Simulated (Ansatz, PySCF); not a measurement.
CH6MgOSi, SMILES C[O][Mg][SiH3].

Geometry: B3LYP-D3(BJ)/def2-SVP. Other conformers were not sampled.

Vertical ionisation energy (IE) and electron affinity (EA) in eV. Rows of orbital energies are one-electron estimates. Where ΔSCF, EOM or ADC give a negative EA the extra electron is unbound and the value depends on the basis.

```json
[
 {"level": "−ε(HOMO), −ε(LUMO), r2SCAN/def2-TZVP (PySCF)", "IE": "5.92", "EA": "1.21"},
 {"level": "−ε(HOMO), −ε(LUMO), PBE/def2-TZVP (PySCF)", "IE": "5.63", "EA": "1.66"},
 {"level": "ΔSCF, CAM-B3LYP/def2-SVPD (Ansatz), final states of multiplicity 2 and 2", "IE": "9.36", "EA": "-0.33"},
 {"level": "ΔSCF, PBE/def2-SVPD (Ansatz), final states of multiplicity 2 and 2", "IE": "8.65", "EA": "-0.13"}
]
```

Task: What vertical singlet–triplet gap does ΔSCF give with CAM-B3LYP/def2-SVPD (Ansatz, a first-principles code) and with PBE/def2-SVPD (Ansatz)? (An estimate is asked for; the answer gives what the named calculation found.)

Result: 4.82 and 4.16 eV (triplet above singlet where positive).
